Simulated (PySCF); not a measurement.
C₇H₉O₂P.
Structure used (PBE0-D3(BJ)/def2-SVP), in Å, numbered top down from 1:
```xyz
19
C7H9O2P angstrom
C     -2.0394    1.1884   -0.1188
C     -1.9873   -0.2844    0.1894
C     -1.3400   -0.7989    1.5127
P     -0.5648   -1.3642    0.0027
O     -0.5411   -2.7362   -0.5854
C      0.9428   -0.4435   -0.2695
C      1.9924   -0.7699   -1.0827
C      2.9579    0.2679   -0.9136
C      2.4199    1.1371   -0.0107
O      1.2026    0.7151    0.3859
H     -1.0731    1.6751    0.0753
H     -2.7979    1.6871    0.5068
H     -2.3012    1.3618   -1.1732
H     -2.9106   -0.8313   -0.0471
H     -0.7944   -0.0581    2.1090
H     -1.9245   -1.5084    2.1076
H      2.0503   -1.6552   -1.7117
H      3.9287    0.3550   -1.3962
H      2.7718    2.0653    0.4323
```

NICS = −σ at a ghost point: NICS(0) at the centroid of the ring atoms, NICS(1) 1 Å to either side along the normal of their mean plane, zz for the tensor component along that normal. Level: GIAO PBE0/pcSseg-1 (PySCF, non-relativistic, gas phase) on the PBE0-D3(BJ)/def2-SVP geometry, one conformer.

Ring bond lengths (Å), with Mayer bond orders in brackets: C2–C3 1.560 (0.87), C3–P4 1.789 (0.88), P4–C2 1.796 (0.85); C6–C7 1.367 (1.54), C7–C8 1.428 (1.27), C8–C9 1.364 (1.59), C9–O10 1.348 (1.08), O10–C6 1.356 (1.00).

Problem. What do the NICS probes read (ppm)?

Solution. 
```csv
ring,type,NICS(0),"NICS(1), two faces","NICS(1)zz, two faces",rms pucker (Å),"centre to ring atoms, mean (Å)"
C2–C3–P4,3-membered ring with P; formal bonds all single,-22.7,-4.2 / -6.8,-8.3 / -14.4,0.00,0.99
C6–C7–C8–C9–O10,5-membered ring with O; formal bonds all aromatic,-11.6,-10.5 / -10.3,-26.7 / -25.7,0.00,1.17
```

Problem. What can be read from them?

Solution. 
- C2–C3–P4: mean NICS(1)zz -11.3 ppm, shielded. C2, C3, P4 have four or more neighbours; no verdict on aromaticity is drawn. A hydrogen on C2, outside the ring, lies only 1.41 Å from a NICS(1) probe, which then mostly feels that atom. The two faces differ by 6.1 ppm, so no symmetry operation interchanges them. NICS(0) lies 17 ppm below the mean NICS(1).
- C6–C7–C8–C9–O10: mean NICS(1)zz -26.2 ppm, shielded. The ring is flat and has no four-coordinate atom; by the NICS criterion it is aromatic.

Problem. And the bond-length index? HOMA takes Krygowski's 1993 parameters.

Solution. 
- C6–C7–C8–C9–O10: HOMA 0.39; the largest term is that of O10–C6, α(R − Ropt)² = 1.31.

Problem. Give the inner angles of the rings and the Hirshfeld charges of the ring atoms.

Solution. 
- C2–C3–P4: C2 64.0° (-0.069 e), C3 64.4° (-0.128 e), P4 51.6° (+0.391 e); sum 180.0° against 180° for a flat convex ring.
- C6–C7–C8–C9–O10: C6 110.1° (0.000 e), C7 106.0° (-0.065 e), C8 106.0° (-0.081 e), C9 110.6° (+0.019 e), O10 107.3° (-0.046 e); sum 540.0° against 540° for a flat convex ring.

Problem. How shielded are the nuclei of the rings and their hydrogens (means over atoms taken as equivalent)?

Solution. 
```json
{"atoms": "C2", "environment": "sp3 carbon bound to phosphorus", "σ isotropic (ppm)": "163.2", "principal values of the symmetric part, first atom (ppm)": "140.0, 156.8, 192.8"}
{"atoms": "C3", "environment": "sp3 carbon bound to phosphorus", "σ isotropic (ppm)": "165.7", "principal values of the symmetric part, first atom (ppm)": "149.6, 157.8, 189.9"}
{"atoms": "P4", "environment": "phosphoryl phosphorus", "σ isotropic (ppm)": "390.4", "principal values of the symmetric part, first atom (ppm)": "245.6, 257.3, 668.4"}
{"atoms": "C6", "environment": "substituted aromatic carbon", "σ isotropic (ppm)": "36.9", "principal values of the symmetric part, first atom (ppm)": "-31.9, 45.0, 97.7"}
{"atoms": "C7", "environment": "aromatic CH carbon", "σ isotropic (ppm)": "50.7", "principal values of the symmetric part, first atom (ppm)": "-54.1, 44.3, 161.9"}
{"atoms": "C8", "environment": "aromatic CH carbon", "σ isotropic (ppm)": "66.4", "principal values of the symmetric part, first atom (ppm)": "-18.6, 58.7, 159.0"}
{"atoms": "C9", "environment": "aromatic CH next to a ring oxygen", "σ isotropic (ppm)": "32.3", "principal values of the symmetric part, first atom (ppm)": "-48.5, 40.4, 105.1"}
{"atoms": "O10", "environment": "furan-type oxygen", "σ isotropic (ppm)": "29.8", "principal values of the symmetric part, first atom (ppm)": "-116.3, -38.7, 244.2"}
{"atoms": "H14", "environment": "methine hydrogen", "σ isotropic (ppm)": "29.28", "principal values of the symmetric part, first atom (ppm)": "23.7, 28.0, 36.1"}
{"atoms": "H15", "environment": "methylene hydrogen", "σ isotropic (ppm)": "30.18", "principal values of the symmetric part, first atom (ppm)": "25.0, 29.2, 36.3"}
{"atoms": "H16", "environment": "methylene hydrogen", "σ isotropic (ppm)": "29.21", "principal values of the symmetric part, first atom (ppm)": "24.6, 26.4, 36.6"}
{"atoms": "H17", "environment": "aromatic hydrogen", "σ isotropic (ppm)": "23.61", "principal values of the symmetric part, first atom (ppm)": "20.9, 22.6, 27.4"}
{"atoms": "H18", "environment": "aromatic hydrogen", "σ isotropic (ppm)": "24.56", "principal values of the symmetric part, first atom (ppm)": "22.4, 25.0, 26.3"}
{"atoms": "H19", "environment": "aromatic hydrogen", "σ isotropic (ppm)": "23.65", "principal values of the symmetric part, first atom (ppm)": "20.5, 24.3, 26.1"}
```

The list is cut; further classes of hydrogen are left out.

Problem. How do the values depend on the level or the medium?

Solution. 
| level | NICS(0), C2–C3–P4 | mean NICS(1)zz, C2–C3–P4 | NICS(0), C6–C7–C8–C9–O10 | mean NICS(1)zz, C6–C7–C8–C9–O10 |
| --- | --- | --- | --- | --- |
| PBE0/pcSseg-1, gas | -22.7 | -11.3 | -11.6 | -26.2 |
| WP04/pcSseg-1, gas | -21.0 | -10.3 | -11.6 | -24.5 |
| PBE0/pcSseg-1, IEF-PCM acetone | -23.3 | -11.4 | -11.4 | -26.2 |
| PBE0/pcSseg-1, IEF-PCM chloroform | -23.1 | -11.4 | -11.4 | -26.2 |

The geometry is the same throughout; the continuum's cavity takes Bondi-type radii × 1.2.
